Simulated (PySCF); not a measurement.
BH3N, SMILES B[NH], multiplicity 2. Geometry: B3LYP-D3(BJ)/def2-TZVP. The isomer is the one that the SMILES or the coordinates give; other isomers of the formula were not compared.

Computed equilibrium geometry at B3LYP-D3(BJ)/def2-TZVP (PySCF confirms it by a frequency run) as bond lengths and angles, and its point group:
point group Cs.
Atoms: B1 N2 H3 H4 H5. Bonded distances (Å): B1–N2 1.329, B1–H3 1.201, B1–H4 1.208, N2–H5 1.000. Bond angles (°): N2–B1–H3 121.7, N2–B1–H4 119.0, H3–B1–H4 119.3, B1–N2–H5 163.5.
Charge 0, spin multiplicity 2.
